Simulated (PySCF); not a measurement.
Compound: H10O2Si4.
SMILES: `[SiH3]O[SiH2]O[SiH2][SiH3]`

The closed-shell SCF was solved with PySCF and density fitting under several settings on one GFN2-xTB geometry (grid level 2 and gas phase unless stated).

```tsv
settings	basis functions	SCF cycles	E (Eh)	HOMO (eV)	LUMO (eV)	dipole (D)
PBE0/6-311G**, grid level 1, start guess huckel	200	10	-1313.9733	-8.06	-0.53	0.78
B3LYP/6-31G*, start guess vsap	120	13	-1314.5656	-7.69	-0.43	0.72
```

Task: Estimate the rows for these settings: (1) PBE0/6-31++G**, damping 0.2 at the start, DIIS from the seventh cycle; (2) PBE0/aug-cc-pVDZ, fitting basis def2-universal-jkfit; (3) PBE0/def2-SVPD, IEF-PCM chloroform, start guess huckel.

Result: 
| settings | basis functions | SCF cycles | E (Eh) | HOMO (eV) | LUMO (eV) | dipole (D) |
| --- | --- | --- | --- | --- | --- | --- |
| PBE0/6-31++G**, damping 0.2 at the start, DIIS from the seventh cycle | 184 | 15 | -1313.8426 | -8.08 | -0.63 | 0.66 |
| PBE0/aug-cc-pVDZ, fitting basis def2-universal-jkfit | 244 | 10 | -1313.8933 | -8.02 | -0.62 | 0.50 |
| PBE0/def2-SVPD, IEF-PCM chloroform, start guess huckel | 222 | 10 | -1313.4357 | -8.00 | -0.46 | 0.68 |

Task: Over all rows, what range does the HOMO–LUMO gap span?

Result: From 7.26 eV (B3LYP/6-31G*, start guess vsap) to 7.54 eV (PBE0/def2-SVPD, IEF-PCM chloroform, start guess huckel). The functional of the narrowest has 20 % exact exchange, that of the widest 25 % exact exchange.

Task: And the dipole moment?

Result: From 0.50 D (PBE0/aug-cc-pVDZ, fitting basis def2-universal-jkfit) to 0.78 D (PBE0/6-311G**, grid level 1, start guess huckel); the largest is 1.56 times the smallest, and the median is 0.68 D.

Task: Compare two rows with the functional PBE0: PBE0/aug-cc-pVDZ, fitting basis def2-universal-jkfit and PBE0/6-311G**, grid level 1, start guess huckel. Which energy is lower, and by how much?

Result: PBE0/6-311G**, grid level 1, start guess huckel (200 functions) lies 0.0800 Eh or 50 kcal/mol below PBE0/aug-cc-pVDZ, fitting basis def2-universal-jkfit (244 functions). The smaller set gives the lower energy; the two sets aren't nested, so the variational bound doesn't order them by size.

All basis functions are spherical, in the Pople sets too. The structure is a single GFN2-xTB conformer; no vibrational corrections.

Shape of the structure used: `[SiH3:1][O:2][SiH2:3][O:4][SiH2:5][SiH3:6]`: Si1–O2–Si3–O4 31°, O2–Si3–O4–Si5 7°, Si3–O4–Si5–Si6 62°.
